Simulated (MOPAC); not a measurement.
MOPAC input (PM6):

```
PM6 PRECISE GNORM=0.05 LET XYZ CHARGE=1 GEO-OK AUX(PRECISION=9) THREADS=1
FO2W

W     0.06833537 1    0.12437509 1    0.10256563 1
O     1.30943601 1   -0.68607671 1   -0.68606428 1
O    -0.63794453 1   -1.05820541 1    1.06265526 1
F    -1.15874995 1    0.52783339 1   -1.17806493 1
```

From the last part of the output:

```
                                                       MOPAC v23.2.5 Linux

          FINAL HEAT OF FORMATION =         57.06303 KCAL/MOL =     238.75174 KJ/MOL

          COSMO AREA              =         98.33 SQUARE ANGSTROMS
          COSMO VOLUME            =         86.67 CUBIC ANGSTROMS

          GRADIENT NORM           =          0.02801          =       0.01401 PER ATOM
          IONIZATION POTENTIAL    =         15.672170 EV
          HOMO LUMO ENERGIES (EV) =        -15.672 -7.093
          NO. OF FILLED LEVELS    =         12
          MOLECULAR WEIGHT        =        234.8472         POINT GROUP:  Cs

          MOLECULAR DIMENSIONS (Angstroms)

            Atom       Atom       Distance
            O     3    O     2     2.91616
            F     4    O     3     2.44173
            W     1    O     2     0.49124

          SCF CALCULATIONS        =         12

   ATOM   CHEMICAL          X               Y               Z
  NUMBER   SYMBOL      (ANGSTROMS)     (ANGSTROMS)     (ANGSTROMS)

     1       W          0.04760224  *   0.04376156  *   0.06232214  *
     2       O          1.43020360  *  -0.56909963  *  -0.73267950  *
     3       O         -0.71792769  *  -0.97959056  *   1.19631142  *
     4       F         -1.13168039  *   0.59911499  *  -1.13275125  *

                             CARTESIAN COORDINATES

   1    W        0.047602244     0.043761564     0.062322144
   2    O        1.430203602    -0.569099626    -0.732679499
   3    O       -0.717927691    -0.979590561     1.196311416
   4    F       -1.131680395     0.599114988    -1.132751252

           Empirical Formula: O2 W F  =     4 atoms

      MOLECULAR POINT GROUP   :   Cs

                  EIGENVALUES
 -47.29677 -35.20807 -35.08896 -22.67524 -22.37345 -21.25363 -19.65458 -19.22461
 -18.90435 -17.85531 -16.96006 -15.67217  -7.09292  -6.18278  -5.88156  -3.84804
  -3.65745  -3.35711  -3.10218  -0.61711  -0.55839

              NET ATOMIC CHARGES AND DIPOLE CONTRIBUTIONS

  ATOM NO.   TYPE          CHARGE      No. of ELECS.   s-Pop       p-Pop       d-Pop
    1          W           1.002024        4.9980     0.90906     0.94142     3.14750
    2          O           0.033977        5.9660     1.66697     4.29905
    3          O           0.033972        5.9660     1.66697     4.29906
    4          F          -0.069973        7.0700     1.89091     5.17906
 DIPOLE           X         Y         Z       TOTAL
 POINT-CHG.     0.753    -0.134     0.810     1.115
 HYBRID        -0.321     2.474     0.169     2.501
 SUM            0.432     2.340     0.979     2.573

          ATOMIC ORBITAL ELECTRON POPULATIONS

     Atom    s        px        py        pz      x^2-y^2     xz        z^2       yz        xy
    1  W   0.90906   0.34786   0.26638   0.32717   0.67734   0.55477   0.74379   0.53994   0.63167
    2  O   1.66697   1.41580   1.43660   1.44665
    3  O   1.66697   1.44540   1.50481   1.34886
    4  F   1.89091   1.80973   1.56993   1.79940

 **********************
 *                    *
 * JOB ENDED NORMALLY *
 *                    *
 **********************

 == MOPAC DONE ==
```

The dipole moment of an ion depends on the origin.
